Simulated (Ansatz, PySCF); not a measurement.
Reaction (SMILES): OB(Br)Br [dibromoborinic acid] -> Br[B]Br + [OH] (HO) (the B-O bond at the site shown breaks; other sites are not compared here)
Each molecule is optimised on its own at B3LYP-D3(BJ)/def2-TZVP (Ansatz, a program for electronic structure), one conformer each, not searched for the lowest. Frequencies are from Ansatz or PySCF.

Wanted: bond dissociation energy (0 K, with B3LYP-D3(BJ) harmonic zero-point energies), in kcal/mol. Valence correlation only, unless marked. UHF or UKS for open shells. Spin-orbit coupling is left out. Frozen are the shells of the preceding noble gas and the d and f shells that filled before the atom's block. Non-relativistic. CBS(X,Y): correlation extrapolated as X^-3; Hartree-Fock from the larger set.

CCSD(T)/CBS(cc-pVTZ,cc-pVQZ) (Ansatz) gives 145.4 kcal/mol.

Problem. Another calculation gave 139.7 kcal/mol. Which level was it?
A) wB97M-V/def2-TZVPD (Ansatz)
B) BLYP/def2-TZVPD (Ansatz)
C) PBE0/def2-TZVPD (Ansatz)
D) SVWN5/def2-TZVPD (Ansatz)

Solution. C, PBE0/def2-TZVPD (Ansatz). The others give 146.4 (wB97M-V), 164.3 (SVWN5), 136.4 (BLYP) kcal/mol.
